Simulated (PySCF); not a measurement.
A species of formula C4H13P3Si has this rotational fingerprint, computed with PBE0/pcSseg-1 in PySCF (dipole) on a GFN2-xTB geometry, gas phase:

| Property | Result |
| --- | --- |
| Rotational constants | A = 1745, B = 585.8, C = 506.3 MHz |
| Dipole components | \|μa\| = 0.37 D, \|μb\| = 0.17 D, \|μc\| = 0.61 D |
| Inertial defect | -154.21 u·Å² |
| κ | -0.87 |

**Question.** Which candidate fits, each taken in the one conformer that was computed?
A. `[CH3:1][CH2:2][C@H:3]([CH3:4])[p:5]1[pH:6][p:7]1[SiH3:8]` with C1–C2–C3–C4 -66°, C2–C3–P5–P6 -143°
B. `CC(C)(C)p1[pH]p1[SiH3]`

**Answer.** A. It is CC[C@H](C)p1[pH]p1[SiH3], an asymmetric top, point group C1. The candidates at the same level (rigid rotor, commonest isotopes):

```tsv
SMILES	A (MHz)	B (MHz)	C (MHz)	μa (D)	μb (D)	μc (D)	Δ (u·Å²)	point group	rotor
CC(C)(C)p1[pH]p1[SiH3]	1817	666.2	603.7	0.49	0.39	0.45	-199.67	C1	asymmetric top
CC[C@H](C)p1[pH]p1[SiH3]	1745	585.8	506.3	0.37	0.17	0.61	-154.21	C1	asymmetric top
```

`CC(C)(C)p1[pH]p1[SiH3]` has C 19 % too high. No structure here is proved a minimum.
